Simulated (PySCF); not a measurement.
MoO₂Br₂, singlet: molecular constants

Level of theory: PBE0 in PySCF with Mo def2-SVP with ECP28, O def2-SVP, Br def2-SVP; scalar-relativistic core potentials, no spin–orbit coupling; density-fitted integrals.

The structure is a minimum.

Coordinates in bohr (charge 0 multiplicity 1):
```
Mo    0.0000    0.0000    1.1767
O     2.5168    0.0000    3.0509
O    -2.5168    0.0000    3.0509
Br    0.0000    3.7711   -1.3489
Br    0.0000   -3.7711   -1.3489
```

| Property | Result |
| --- | --- |
| Point group | C2v |
| Bond lengths | Mo–Br 2.402 Å (×2), Mo–O 1.661 Å (×2) |
| Bond angles | Br–Mo–Br 112.4°, Br–Mo–O 109.4° (×4), O–Mo–O 106.7° |
| Zero-point energy | 22.7 kJ/mol |
| Heat capacity Cp at 298.15 K | 87.3 J/(mol K) |
| Atomisation energy without zero-point energy | 1854 kJ/mol |
| Entropy at 298.15 K and 1 bar | 361.5 J/(mol K) |
| Lowest empty level | -3.90 eV |
| Dipole moment | 1.46 D |
| Enthalpy at 298.15 K above 0 K | 19.65 kJ/mol |
| Highest occupied level | -9.23 eV |
| Rotational symmetry number | 2 |
| Principal polarisabilities | 56.0, 69.7, 93.2 bohr³ |
| Principal quadrupole moments (Buckingham, traceless) about the centre of mass | -2.61, -2.29, 4.90 D Å |
| Rotational constants | 0.06521, 0.0246, 0.0203 cm⁻¹ |

Harmonic modes (masses in u: Mo 97.905, O 15.995, Br 78.918):
```csv
symmetry,ω (cm⁻¹),IR (km/mol),type
a1,79,0.0,bend
b2,157,2.7,bend
a2,199,0.0,bend
b1,210,0.1,bend
a1,263,6.5,stretch
b1,359,77.1,mixed
a1,395,6.7,bend
b2,1050,160,stretch
a1,1082,128,stretch
```

In C2v the vibrations span 4a1 + 2b2 + a2 + 2b1. The a2 mode carries no infrared intensity, as symmetry demands.

Charges (e):
```csv
atom,Mulliken,Löwdin,polar tensor,Mayer order to Mo1
Mo1,0.86,-0.30,2.01,–
"O2,3",-0.30,-0.07,-0.61,2.12
"Br4,5",-0.13,0.21,-0.39,1.22
```

Mulliken populations on Mo1 (electrons outside its core potential): s 2.31, p 6.65, d 4.08, f 0.10.

Formally Mo is in oxidation state +6, d0. The polar-tensor charge on Mo, 2.01, is far below the formal one.

Stability towards spin polarisation was not tested. Other isomers or separated fragments may lie lower.

The final relaxation and frequency run took 110 s on 2 threads of a shared Arm Neoverse V2 host, with 123 basis functions and 13 gradients; the process peaked at 1.6 GiB. Launch command: `OMP_NUM_THREADS=2 python axn.py task.json out`.
